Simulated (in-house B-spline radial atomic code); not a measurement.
Settings and results of a run for the platinum ion Pt⁵⁺. Method: scalar-relativistic (X2C) PBE0, spin-polarised, spherical fractional occupations, exact exchange averaged over the configuration, Fermi nucleus of rms radius 5.427 fm. Calculated with an all-electron radial atomic-structure program (B-spline basis).

Command:
```bash
python run_scf.py task.json out
```
Settings (nuclear radius in fm, mass in u):
```
Z                78
configuration    [Xe] 4f14 5d5
hamiltonian      x2c
method           pbe0
spin_polarised   True
nucleus          fermi
rms_radius       5.427
atomic_mass      194.96479
speed_of_light   137.035999084
exact_exchange   averaged over the configuration
```

Output (hartree, bohr):
```
 radial grid: 68 intervals, B-splines of order 8, outer radius 25.4386 bohr

 iter        energy (Eh)    residual
    1      -18406.512215    6.47e-01
    2      -18409.199752    1.78e-01
    3      -18409.821668    3.99e-02
    4      -18409.848900    1.58e-02
    5      -18409.852522    5.01e-03
    6      -18409.852864    8.09e-04
    7      -18409.852871    4.70e-04
    8      -18409.852875    1.59e-05
    9      -18409.852875    2.39e-06
   10      -18409.852875    4.23e-08

 total energy                    -18409.85288
 kinetic                           21072.9262
 electron-nucleus                 -46132.1853
 Hartree                            7008.4988
 exact exchange                      -88.4845
 exchange-correlation               -270.6081

 orbital      occ     eigenvalue          <r>       <r^2>       <1/r>       r_max
 1s up      1.000     -2880.2647    0.0163136 0.000375236     104.119    0.009639
 1s down    1.000     -2880.2653    0.0163136 0.000375236     104.119    0.009639
 2s up      1.000      -509.4072    0.0714985  0.00611525     24.4325     0.06104
 2s down    1.000      -509.3869    0.0714977  0.00611513      24.433     0.06104
 2p up      3.000      -443.6732    0.0646115  0.00512054     19.9749     0.04994
 2p down    3.000      -443.6551    0.0646102  0.00512035     19.9753     0.04994
 3s up      1.000      -122.2339     0.186477   0.0399147     8.77502      0.1727
 3s down    1.000      -122.2271     0.186469   0.0399108     8.77521      0.1727
 3p up      3.000      -102.9033     0.187253   0.0407747     7.59777      0.1714
 3p down    3.000      -102.8954     0.187243   0.0407696     7.59796      0.1714
 3d up      5.000       -81.0553     0.170398   0.0340156     7.03926      0.1397
 3d down    5.000       -81.0392     0.170408   0.0340189     7.03875      0.1398
 4s up      1.000       -28.5911     0.415051    0.194611     3.64819      0.3904
 4s down    1.000       -28.5698     0.415125    0.194662     3.64678      0.3905
 4p up      3.000       -22.1856      0.44069    0.220957     3.19751      0.4095
 4p down    3.000       -22.1648     0.440719    0.220938     3.19639      0.4096
 4d up      5.000       -14.1551     0.468121    0.253465     2.83261      0.4186
 4d down    5.000       -14.1274     0.468062    0.253279     2.83183      0.4188
 5s up      1.000        -6.4514     0.950239     1.01068     1.44712      0.8722
 5s down    1.000        -6.2908     0.941502    0.992564      1.4658      0.8663
 5p up      3.000        -4.7216      1.07777     1.30543     1.22872      0.9733
 5p down    3.000        -4.5104      1.06891     1.28584     1.24387       0.965
 4f up      7.000        -5.3076     0.515124    0.322536     2.39051      0.3856
 4f down    7.000        -5.2782     0.511652    0.317019     2.39992      0.3855
 5d up      5.000        -2.6298      1.37458     2.14819    0.936925       1.192
```

Time taken, with all properties: 1.4 s on 1 thread of Arm Neoverse N1, with other jobs on the host.

One-electron X2C: radii and densities carry no picture-change correction, so inner-shell <1/r> comes out high (for 1s by about 2 % at Z = 33, 5 % at 54, 10 % at 75, 30 % at 118) and <r> low.
